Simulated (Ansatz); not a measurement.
Q: Name a neutral molecule of B, C, O and H with zero-point energy (PBE0-D4/def2-TZVP) between 211 and 227 kJ/mol and HOMO energy (B3LYP/def2-TZVPP) between -6.90 and -6.60 eV (Ansatz, PBE0-D4/def2-TZVP geometry).

A: `C=C(O)B(O)O` (215.6 kJ/mol, -6.72 eV). Other molecules can fit too; these were computed, each in one conformer that needn't be the lowest.

B3LYP here is the variant with VWN-RPA as its local correlation; programs differ in this.
